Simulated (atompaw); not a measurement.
## Hf (Z = 72): PAW (atompaw) pseudisation with PBEsol, non-relativistic reference atom.

atompaw 4.2.0.5 input, output lines left out:

```
Hf 72
GGA-PBESOL loggrid 2001 logderivrange -6 5 276
6 6 5 4 0 0
6 0 1.5
6 1 0
5 2 2
0 0 0
c
c
c
c
v
v
c
c
c
v
v
c
c
v
c
2
2.60 2.55 2.00 1.55
n
n
y
0.2
n
custom rrkj gramschmidtortho sinc
bessel
1.35
2.60
2.10
2.60
2.60
2.30
```

All-electron outer shells of the reference configuration (PBEsol, non-relativistic, ld1.x):

```csv
shell,level (eV),outermost node (bohr),outermost maximum (bohr)
5s,-58.84,0.60,1.10
5p,-36.96,0.62,1.20
4f,-26.69,–,0.45
6s,-7.07,1.49,3.11
5d,-6.80,0.67,1.65
6p,-3.79,1.71,3.90
```

Estimate the cutoffs (Ry, on a coarse ladder) from which the occupation-weighted sum of valence levels, in a spherical-Bessel basis at the reference potential, stays within 10 and 1 mRy of its value at 400 Ry.

18 Ry and 45 Ry.

Does the potential have ghost states?

No extra level below or beside the all-electron valence levels (s, p, d, f tested).

Is the overlap operator S = 1 + Σ q|β⟩⟨β| positive definite (Bessel basis up to 400 Ry)?

Yes: its lowest eigenvalue is 0.08 (p channel).
